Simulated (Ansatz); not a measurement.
Geometry optimisation, RKS PBE-D4/def2-SVP (Ansatz).

input.yaml

```yaml
crystal:
  periodic: [false, false, false]
  atoms:
    - { symbol: F, position_ang: [2.1068, -0.7507, 0.6864] }
    - { symbol: Si, position_ang: [0.5701, -0.9539, 0.1903] }
    - { symbol: F, position_ang: [0.1061, -2.4203, -0.2051] }
    - { symbol: "N", position_ang: [0.1296, 0.1747, -0.9514] }
    - { symbol: C, position_ang: [-0.447, 1.0078, 0.1274] }
    - { symbol: O, position_ang: [-0.5521, -0.1042, 1.0537] }
    - { symbol: H, position_ang: [-0.6815, -0.3041, -1.4159] }
    - { symbol: H, position_ang: [-1.3868, 1.4939, -0.0527] }
    - { symbol: H, position_ang: [0.2432, 1.8104, 0.5502] }
basis:
  gaussian: { orbitals: def2-SVP }
hamiltonian:
  xc: pbe
  dispersion: d4
relax:
  f_tol: 0.02
  max_steps: 50
output:
  orbitals: {}
```

Command:

```bash
$ ansatz run input.yaml --threads 2 --pin off --max-ram 3072MiB --backend cpu --events-out ev --progress --plain --runs-dir out
```

Where does it end, and by what steps?

The forces met the threshold. After 12 steps the energy has fallen by 1.080 eV; H7 moved furthest, 0.89 Å.

```
step  energy less start (eV)  largest force component (eV/Å)  accepted
   0                  0.0000                           4.213       yes
   1                 -0.7146                           0.996       yes
   2                 -0.8743                           0.683       yes
   3                 -1.0043                           0.567       yes
   4                 -1.0258                           0.581       yes
   5                 -1.0657                           0.232       yes
   6                 -1.0665                           0.626       yes
   7                 -1.0738                           0.112       yes
   8                 -1.0724                           0.778        no
   9                 -1.0776                           0.037       yes
  10                 -1.0789                           0.204       yes
  11                 -1.0797                           0.071       yes
  12                 -1.0802                           0.017       yes
```

```xyz
9
Properties=species:S:1:pos:R:3
F 2.133 -1.253 0.501
Si 0.564 -0.960 0.239
F -0.082 -2.444 0.172
N 0.117 0.221 -0.915
C -0.534 0.969 0.173
O -0.163 0.128 1.297
H -0.189 0.270 -1.885
H -1.643 1.032 0.079
H -0.115 1.991 0.321
```

Whether the end is a true minimum wasn't checked by a vibrational analysis.

Time of the run: 31 s on 2 threads of Arm Neoverse V1 (shared host), peak memory 0.18 GiB.
